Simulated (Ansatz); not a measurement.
Relaxation of a periodic cell of 26 atoms, H17ClO8 (contents 8 H2O + 1 HCl, density as packed 0.79 g/cm³ with natural masses), to a largest force component of 0.3 eV/Å in at most 15 steps.

Level of theory: Ansatz 0.2.0, DFT PBE, scalar-relativistic, plane waves, PAW. Settings: cutoff 420 eV, k mesh 1x1x1, fermi-dirac smearing 0.05 eV, no spin polarisation.

```xyz
26
Lattice="7.2323 0.0000 0.0000 0.0000 7.2323 0.0000 0.0000 0.0000 7.2323" Properties=species:S:1:pos:R:3
O 2.689 3.660 5.862
H 2.535 4.323 5.174
H 2.827 2.838 5.369
O 0.547 2.123 0.124
H 1.130 2.760 0.563
H 1.156 1.521 -0.328
O 4.355 5.159 4.305
H 3.444 5.487 4.322
H 4.880 5.939 4.072
O 2.991 6.136 2.058
H 3.195 5.352 1.528
H 3.859 6.508 2.271
O 4.443 3.162 1.608
H 5.042 3.864 1.901
H 4.811 2.359 2.005
O 6.116 2.526 4.786
H 6.185 3.491 4.730
H 5.704 2.272 3.947
O 0.683 5.225 1.053
H 0.716 5.936 0.396
H 0.639 4.417 0.521
O 3.816 0.833 5.484
H 3.363 1.035 4.652
H 4.559 0.273 5.215
Cl 7.049 6.874 5.119
H 7.061 6.961 3.842
```

Q: Where does it end, and by what steps?

A: The run ended unconverged. Limits of this set-up: coarse k mesh. After 14 steps the energy has fallen by 3.800 eV; H15 moved furthest, 1.64 Å.

| step | energy less start (eV) | largest force component (eV/Å) | accepted |
| --- | --- | --- | --- |
| 0 | 0.0000 | 0.620 | yes |
| 1 | -0.7244 | 1.587 | yes |
| 2 | -1.2704 | 2.061 | yes |
| 3 | -1.6825 | 1.549 | yes |
| 4 | -2.0428 | 1.752 | yes |
| 5 | -2.4141 | 0.959 | yes |
| 6 | -2.6800 | 0.707 | yes |
| 7 | -2.9270 | 1.022 | yes |
| 8 | -3.1317 | 1.205 | yes |
| 9 | -3.3097 | 1.023 | yes |
| 10 | -3.4796 | 1.676 | yes |
| 11 | -3.5912 | 1.146 | yes |
| 12 | -3.6879 | 0.477 | yes |
| 13 | -3.7431 | 0.437 | yes |
| 14 | -3.7997 | 0.747 | yes |

```xyz
26
Lattice="7.2323 0.0000 0.0000 0.0000 7.2323 0.0000 0.0000 0.0000 7.2323" Properties=species:S:1:pos:R:3
O 2.304 3.570 6.262
H 2.907 4.172 5.759
H 2.677 2.676 6.064
O 0.147 1.457 0.226
H 0.957 1.998 0.232
H -0.116 1.453 -0.714
O 4.211 5.012 4.758
H 3.817 5.305 3.892
H 4.526 5.841 5.159
O 3.075 6.094 2.498
H 2.309 5.668 2.028
H 3.676 6.348 1.780
O 5.705 3.057 1.738
H 6.231 3.877 1.681
H 6.221 2.428 1.170
O 5.651 2.477 4.390
H 5.389 3.376 4.694
H 5.661 2.607 3.398
O 0.977 5.071 0.962
H 0.685 5.884 0.517
H 1.423 4.530 0.255
O 3.526 1.104 5.436
H 2.997 0.736 4.707
H 4.294 1.555 4.982
Cl 7.489 6.761 4.524
H 7.060 7.973 4.184
```

Time of the run: 62 s on 1 thread of Intel(R) Xeon(R) Processor @ 2.50GHz (Skylake/Cascade Lake), on a shared host, peak memory 0.42 GiB.
